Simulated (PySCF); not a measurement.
Protons, H atoms and electrons added to or taken from C[GeH3]. Gas-phase values, no solvent. Strings in code marks are SMILES.

The dipole moment from two functionals at the same geometries (PBE0-D3(BJ)/def2-TZVP), both in PySCF: PBE-D3(BJ)/def2-TZVP and PBE0-D3(BJ)/def2-TZVP. 

```tsv
species	PBE0-D3(BJ)/def2-TZVP (D)
neutral parent (`[CH3][GeH3]`)	0.73
H atom removed from C1 (`[CH2][GeH3]`)	0.52
H atom removed from Ge2 (`[CH3][GeH2]`)	0.83
```

Q: What does PBE-D3(BJ)/def2-TZVP give for each?

A: 
- neutral parent (`[CH3][GeH3]`): 0.75
- H atom removed from C1 (`[CH2][GeH3]`): 0.48
- H atom removed from Ge2 (`[CH3][GeH2]`): 0.87
Over these rows, drawn at random from the members with no instability flagged (it was tested for open shells, ions and some series alone), PBE minus PBE0-D3(BJ): mean +0.01 D, from -0.04 D to +0.04 D.
